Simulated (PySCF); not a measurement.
```xyz
12

C      1.9703     0.7027     0.1807
Si     1.0741    -0.7311     0.0101
C     -0.7864    -0.8065    -0.1253
C     -1.4642     0.5565    -0.0400
H      1.5085     1.6824     0.2230
H      3.0516     0.6936     0.2551
H      1.7513    -2.0494    -0.0435
H     -1.1541    -1.4746     0.6620
H     -1.0346    -1.3063    -1.0688
H     -2.5492     0.4638    -0.1261
H     -1.2454     1.0489     0.9098
H     -1.1218     1.2199    -0.8370
```

Charge 0, multiplicity 1.

Question: Give the Mulliken and meta-Löwdin atomic charges from PBE0-D3(BJ)/def2-TZVP in PySCF.

Answer: 
```tsv
atom	Mulliken (e)	meta-Löwdin (e)
C1	-0.50	-0.64
Si2	0.26	0.60
C3	-0.33	-0.44
C4	-0.37	-0.34
H5	0.14	0.14
H6	0.14	0.14
H7	-0.01	-0.08
H8	0.13	0.13
H9	0.13	0.13
H10	0.13	0.12
H11	0.13	0.12
H12	0.13	0.12
```
